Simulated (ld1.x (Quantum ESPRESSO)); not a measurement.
Configuration tests for Mn (Z = 25) (ultrasoft)

| Item | Value |
| --- | --- |
| Element | manganese (Mn) |
| Generator | ld1.x (Quantum ESPRESSO) 7.5 |
| Type | ultrasoft |
| Functional | Wu–Cohen |
| Relativity | scalar-relativistic |
| Frozen core | [Ne] 3s2 |
| Valence charge | 13 |
| Reference configuration | 3p6 3d5 4s1 4p0 (charge +1) |
| Partial waves | 4s (bound): rcut 2.15, rcutus 2.60 bohr; 4s channel at -0.2 Ry: rcut 2.15, rcutus 2.60 bohr; 3p (bound): rcut 1.25, rcutus 1.35 bohr; 4p (bound, empty): rcut 1.25, rcutus 1.35 bohr; 3d (bound): rcut 1.70, rcutus 2.00 bohr; 3d channel at 1.45 Ry: rcut 1.70, rcutus 2.00 bohr |
| Local potential | all-electron potential smoothed inside 1.30 bohr (lloc = -1) |
| Core correction | Bessel-smoothed model core, default radius (core density twice the valence density) |
| Augmentation charge | PSQ, inside the norm-conserving radii |

Energies are relative to the spin-unpolarised reference configuration 3p6 3d5 4s1 4p0; without spin polarisation the order of configurations can differ from experiment.

```tsv
valence configuration	charge	ΔE all-electron (eV)	error AE − PS (meV)
3p6 3d5 4s2 4p0	0	-8.446	-2.3
3p6 3d5 4s0 4p0	+2	15.479	-11
3p6 3d4 4s0 4p0	+3	47.990	+8.3
3p6 3d5 4s0 4p2	0	-0.438	-2.8
3p6 3d6 4s1 4p0	0	-8.811	-7.4
```

Question: What are ΔE and the potential's error for 3p6 3d4 4s2 4p1?

Answer: ΔE = -0.600 eV all-electron; the error (AE − PS) is -66 meV.

Question: What are ΔE and the potential's error for 3p6 3d4 4s2 4p0?

Answer: ΔE = 4.785 eV all-electron; the error (AE − PS) is -75 meV.

Levels in the configuration 3p6 3d5 4s0 4p2:

```
level  all-electron (eV)  pseudo (eV)
   3p            -57.578      -57.544
   3d             -9.713       -9.694
   4p             -2.729       -2.729
```

Note: ghost state, extra bound levels that the all-electron valence spectrum of the same l lacks: s at -110.7 eV. A true bound ghost makes a file unfit for plane-wave use.
